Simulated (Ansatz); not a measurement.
Isolated molecules relaxed with PBE0-D4/def2-TZVP in Ansatz; ΔE leaves out vibrations. CCSD(T)/CBS is the MP2 limit (def2-TZVPP, def2-QZVPP) plus CCSD(T) − MP2 in def2-TZVPP, frozen cores. This one scheme is used for every species. Functionals use def2-TZVPP. One conformer a species, not always the lowest.

Consider the cleavage of the Si–Si bond: `C[Si](O)(O)[SiH3]` + HCl → `C[Si](O)(O)Cl` + SiH₄.

`C[Si](O)(O)[SiH3]`:

Z-matrix (Å, degrees):
```
C
Si 1 1.857
H 1 1.092 2 111.0
H 1 1.094 2 110.5 3 -120.3
H 1 1.092 2 110.7 3 120.5
O 2 1.652 1 104.4 3 178.6
O 2 1.651 1 112.1 3 57.6
Si 2 2.347 1 114.2 3 -59.7
H 6 0.959 2 117.0 1 178.1
H 7 0.959 2 117.6 1 52.3
H 8 1.490 2 110.5 1 -173.3
H 8 1.489 2 111.7 1 66.0
H 8 1.490 2 110.3 1 -54.2
```

HCl:

Cartesian coordinates in Å:
```
Cl 0.590 -0.242 0.049
H -0.590 0.242 -0.049
```

`C[Si](O)(O)Cl`:

```xyz
10

C     1.252    0.517    0.415
Si   -0.324   -0.253   -0.138
O    -1.664    0.538    0.367
O    -0.307   -0.285   -1.765
Cl   -0.458   -2.173    0.626
H     1.318    0.526    1.505
H     1.308    1.547    0.055
H     2.107   -0.035    0.021
H    -2.126    0.186    1.129
H    -1.105   -0.568   -2.215
```

SiH₄:

Z-matrix (Å, degrees):
```
Si
H 1 1.485
H 1 1.485 2 109.5
H 1 1.485 2 109.5 3 -120.0
H 1 1.485 2 109.5 3 120.0
```

(1) Is it downhill or uphill in electronic energy at CCSD(T)/CBS, and by how much? (Estimate.)

(2) What do these levels give: r2SCAN0-D4, BHLYP-D4, PBE0, CAM-B3LYP, SCS-MP2/def2-TZVPP, MP2/def2-QZVPP? (Best estimate.)

Largest T1 diagnostic among the species: 0.012.

## Answers

(1) The calculation gave: Downhill: ΔE = -129.1 kJ/mol.

(2) Computed: r2SCAN0-D4 -133.4, BHLYP-D4 -136.1, PBE0 -122.6, CAM-B3LYP -133.5, SCS-MP2/def2-TZVPP -136.7, MP2/def2-QZVPP -138.1 kJ/mol.

From PBE to PBE0 (25 % exact exchange), in def2-TZVPP and without D4, ΔE moves by −7.5 kJ/mol. In def2-TZVPP, CCSD(T) changes the Hartree–Fock value by +22.4 kJ/mol (the triples alone add +2.1 kJ/mol) and MP2 by +12.8 kJ/mol. Leaving LDA and LC-ωPBE aside and taking each functional with its dispersion term where it has one, the values, not all of them listed here, spread over 22.5 kJ/mol, from BHLYP-D4 to PBE-D4.
